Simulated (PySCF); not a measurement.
**Computed structure and properties of [SmO(OH)]−**

System: [SmO(OH)]− (singlet in the valence; each metal's 4f electrons, 6 of them, lie in its core potential, out of spins and levels); start: template (C1). Method: PySCF 2.14.0, RKS PBE0, Sm lcecp-0-SVP with ECP52, O def2-SVP, H def2-SVP; non-relativistic Hamiltonian with scalar-relativistic core potentials where named; density fitting; no spin-orbit coupling.

Input of the relaxation:

```python
mol = gto.M(atom='''
Sm     0.04624    -0.00049    -0.15764
O      1.84124    -0.00049     0.64566
O     -2.08836    -0.00049     0.79766
H     -3.04796     0.09011     0.85666''',
    basis={'Sm': 'lcecp-0-SVP', 'O': 'def2-SVP', 'H': 'def2-SVP'},
    ecp={'Sm': 'lcecp-0-SVP'},
    charge=-1, spin=0)
mf = dft.RKS(mol, xc='PBE0')
mf.grids.atom_grid = (50, 194)  # f atoms: unpruned, at least (60, 302)
mf = mf.density_fit()  # fitting sets: Sm AutoAux, O def2-universal-JKFIT, H def2-universal-JKFIT
mf.conv_tol = 1e-08; mf.max_cycle = 55
mf.kernel(dm0)  # dm0: converged density of the start geometry
# quasi-Newton relaxation in Cartesian coordinates to a largest gradient under 0.00045 Eh/bohr, steps kept in the point group
```

Run from Python with OMP_NUM_THREADS=2; the lines above give its settings. Where DIIS fails, smearing, a level shift and second-order steps follow.
It took 55 s on 2 threads of Intel(R) Xeon(R) Platinum 8488C (Sapphire Rapids), on a shared host, from the converged density of the start.

Course of the relaxation:

| step | energy above end (eV) | largest force component within the symmetry (eV/Å) |
| --- | --- | --- |
| 0 | 0.2075 | 1.578 |
| 1 | 0.1334 | 0.553 |
| 2 | 0.1132 | 0.208 |
| 3 | 0.1053 | 0.244 |
| 4 | 0.0989 | 0.343 |
| 5 | 0.0906 | 0.439 |
| 6 | 0.0787 | 0.737 |
| 7 | 0.0612 | 0.991 |
| 17 | 0.0028 | 0.171 |
| 18 | 0.0009 | 0.144 |
| 19 | 0.0002 | 0.058 |
| 20 | 0.0001 | 0.044 |
| 21 | 0.0000 | 0.031 |
| 22 | 0.0000 | 0.014 |
(The steps between are left out.)

Relaxed geometry (Cs):

```xyz
4

Sm   -0.0173   -0.0471   -0.4348
O     1.4697    0.0323    0.9529
O    -2.1888    0.0194    0.3598
H    -2.5124    0.0840    1.2644
```

```tsv
contact	Å
Sm1–O2 (O)	2.035
Sm1–O3 (OH)	2.313
```

On the finer grid (75, 302):

```json
{
 "HOMO": "not given (4f levels lie in the core)",
 "LUMO": "not given (4f levels lie in the core)",
 "Dipole about the centre of mass": "7.20 D",
 "Set of Mulliken populations of Sm1 outside the core potential": "s 2.15, p 6.29, d 1.35, f 0.05",
 "D3(BJ) dispersion energy (not in the energies)": "-0.042 eV"
}
```

```tsv
atom	Mulliken (e)	Löwdin (e)	spin (e)
Sm1	0.16	0.07	0.00
O2	-0.66	-0.63	0.00
O3	-0.62	-0.46	0.00
H4	0.12	0.02	0.00
```

The 4f levels lie in the core potential and are missing. The highest filled level lies above zero, as often for anions with such functionals and bases; it isn't the detachment energy.

A rough frequency check found all modes real, so this is a minimum.

Rigid scan of O along the line from its metal:

(distance to O2 (Å), energy (eV)): (1.74, 1.271), (1.84, 0.490), (1.94, 0.107), (2.04, 0.000), (2.14, 0.078), (2.24, 0.276), (2.34, 0.546), (2.49, 1.018)

Taking off one OH (charge -1, singlet; the rest: singlet) in vacuum, both parts rigid, costs 4.30 eV; the small basis without counterpoise inflates it.

Rigid scan of OH along the line from its metal:

```json
{"distance to O3 (Å)": "2.01", "energy (eV)": "0.631"}
{"distance to O3 (Å)": "2.11", "energy (eV)": "0.242"}
{"distance to O3 (Å)": "2.21", "energy (eV)": "0.052"}
{"distance to O3 (Å)": "2.31", "energy (eV)": "0.000"}
{"distance to O3 (Å)": "2.41", "energy (eV)": "0.039"}
{"distance to O3 (Å)": "2.51", "energy (eV)": "0.137"}
{"distance to O3 (Å)": "2.71", "energy (eV)": "0.427"}
{"distance to O3 (Å)": "3.01", "energy (eV)": "0.927"}
{"distance to O3 (Å)": "3.41", "energy (eV)": "1.531"}
{"distance to O3 (Å)": "3.91", "energy (eV)": "2.103"}
```

One start shape was tried, so this needn't be the lowest isomer.

An lcecp potential fixes the number of 4f electrons, so in runs with it no electron can move into or out of that shell.
